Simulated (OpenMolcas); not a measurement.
Os6+ (d2) among equal point charges was computed by CASSCF with the d shell active (OpenMolcas, ANO-RCC-VDZP on the metal). Its lowest spin-free states, and all those of the highest spin:

| 2S+1 | Degeneracy | E (cm-1) |
| --- | --- | --- |
| 3 | 3 | 0.0 |
| 3 | 3 | 7481 |
| 1 | 3 | 13677 |
| 1 | 2 | 14190 |
| 3 | 1 | 16108 |
| 3 | 3 | 20321 |
| 1 | 3 | 23809 |
| 1 | 1 | 25328 |
| 1 | 3 | 26357 |
| 1 | 2 | 32073 |
| 1 | 1 | 55896 |

**Question.** Is the site octahedral, tetrahedral or cube-like, axial, or of lower symmetry?

**Answer.** The states with 2S+1 = 3 have orbital degeneracies 3, 3, 1, 3. Threefold states need a cubic site. For d2 at this spin an octahedron puts the threefold T1 below the threefold T2 and a tetrahedron or cube puts the single A2 below the threefold T2, so the site is octahedral. The run had Os6+ among 6 point charges of -1.7 e arranged as an octahedron (Oh), 1.92 Å from the ion.

An orbital triplet at a regular site is open to Jahn-Teller coupling, which can distort the site and quench the lowest spin-orbit gaps and is left out. Without dynamic correlation the repulsion within the d shell is too large (B by tens of per cent), so at a given field states of lower spin stand too high. This field is weak: 10Dq is about 8725 cm-1, while octahedral complexes of 5d ions of charge 3 and more, computed by the same method with explicit ligands, had a median near 35000 cm-1. Ground spin and moment need not be those of a real site. This is an electrostatic model: the charges have no orbitals. No measured value stands beside these numbers.
